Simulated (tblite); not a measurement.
C4H5, doublet, geometry from GFN2-xTB; GFN1-xTB in tblite 0.6.0.

Input for tblite:
```
$ tblite run mol.xyz --method gfn1 --charge 0 --spin 1 --grad --json tblite.json --no-restart

# file mol.xyz
9

C     -0.00487805    -0.07714410     0.26394931
C      0.19855614    -0.71836459    -0.91636831
C     -0.06383047     0.73604089    -0.99191477
C     -0.10307189    -0.06938417     1.60220965
H      0.40079764    -1.59828163    -1.47223199
H      0.74883323     1.41662743    -1.23105220
H     -1.02322444     1.09027825    -1.35918325
H      0.02216024    -0.97349051     2.17299880
H     -0.30922107     0.83797828     2.14221335
```

Output, abridged:

```
xTB calculator
 | screened Coulomb repulsion
 | Coulomb electrostatics
 |  * isotropic Klopman-Ohno-Mataga-Nishimoto electrostatics
 |  * onsite third-order electrostatics
 | DFT-D3(BJ) dispersion correction

halogen bonding energy    0.0000000000000E+00 Eh
repulsion energy          2.0761686330800E-01 Eh
dispersion energy        -2.3137676014925E-03 Eh
number of electrons       2.1000000000000E+01 e
integral cutoff           1.9731147476801E+01 bohr

------------------------------------------------------------
  cycle        total energy    energy error   density error
------------------------------------------------------------
      1     -11.00249342800  -1.1207797E+01   6.6302920E-01
      2     -11.00319232726  -6.9889926E-04   3.9594449E-01
      3     -11.00196845427   1.2238730E-03   2.7917106E-02
      4     -11.00338942628  -1.4209720E-03   1.9068473E-03
      5     -11.00339538776  -5.9614802E-06   5.6487531E-04
      6     -11.00339554999  -1.6222221E-07   5.4051900E-05
      7     -11.00339555169  -1.7009771E-09   2.3083221E-05
      8     -11.00339555210  -4.1065107E-10   2.3847892E-06
------------------------------------------------------------

electronic energy        -1.1208698647804E+01 Eh
total energy             -1.1003395552098E+01 Eh

Post processing:
 | Mayer-Wiberg bond orders

[Info] Tight-binding results written to 'tblite.txt'
[Info] JSON dump of results written to 'tblite.json'
```
